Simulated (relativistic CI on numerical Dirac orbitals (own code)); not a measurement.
Pm LVI: sensitivity of the levels to the model

Base calculation: Dirac-Coulomb-Breit CI, orbitals from a KLI potential per configuration, a model potential for QED, unscaled Slater integrals.

Configuration list (outside the closed core 1s2): 2s2 2p2, 2s 2p3, 2p4, 2p3 3s, 2p3 3p, 2p3 3d, 2s2 2p 3s, 2s2 2p 3p, 2s2 2p 3d, 2s 2p2 3s, 2s 2p2 3p, 2s 2p2 3d, 2s2 2p 4s, 2s2 2p 4p, 2s2 2p 4d, 2s2 2p 4f. Levels of other configurations are missing.

The lowest level and the first level of each name with at least 55 % of one term (blank where a level has no safe partner in the second run):

| Level | Base (eV) | Shift (eV) |
| --- | --- | --- |
| 2s2 2p2 3P_0 | 0.00 | 0.00 |
| 2s2 2p2 3P_1 | 580.82 | -1.34 |
| 2s2 2p2 1D_2 | 598.03 | -1.33 |
| 2s2 2p2 3P_2 | 1194.48 | +2.03 |
| 2s2 2p2 1S_0 | 1242.52 | +4.97 |
| 2s 2p3 3D°_3 | 1402.84 | -3.04 |
| 2s 2p3 3P°_0 | 1448.20 | -3.27 |
| 2s 2p3 1D°_2 | 1476.60 | -2.62 |
| 2s 2p3 3P°_1 | 1479.75 | -3.03 |
| 2p4 3P_2 | 1714.61 | -7.81 |
| 2p4 1S_0 | 1766.47 | -10.68 |
| 2p4 3P_1 | 2306.67 | -4.57 |
| 2p4 1D_2 | 2324.54 | -4.34 |
| 2p4 3P_0 | 2942.97 | -6.29 |
| 2s2 2p 3s 3P°_0 | 6648.07 | +2.11 |
| 2s2 2p 3s 3P°_1 | 6651.29 | +1.64 |
| 2s2 2p 3p 3D_1 | 6714.98 | +1.26 |
| 2s2 2p 3p 3P_0 | 6750.98 | +1.87 |
| 2s 2p2 3s 3P_0 | 6879.67 | -3.74 |
| 2s2 2p 3d 3F°_2 | 6958.00 | +0.02 |
| 2s2 2p 3s 3P°_2 | 7259.97 | +5.89 |
| 2s2 2p 3s 1P°_1 | 7267.16 | +5.81 |

At this charge energies of transitions that change n are usually good to better than 1 %, and those within a shell (Δn = 0) to a few per cent.

Task: One thing was changed in a second run, which moved the levels as shown. Which?
A. QED terms removed
B. Breit term removed
C. configuration mixing switched off
D. valence Slater integrals scaled by 0.9

Result: C. Configuration mixing switched off. Without mixing, levels that were pushed by configurations of the same parity and J return to their single-configuration places.

LS names give the leading component of a level, which can be under half, so a name can repeat, a term be missing and a line seem to break the LS rules.
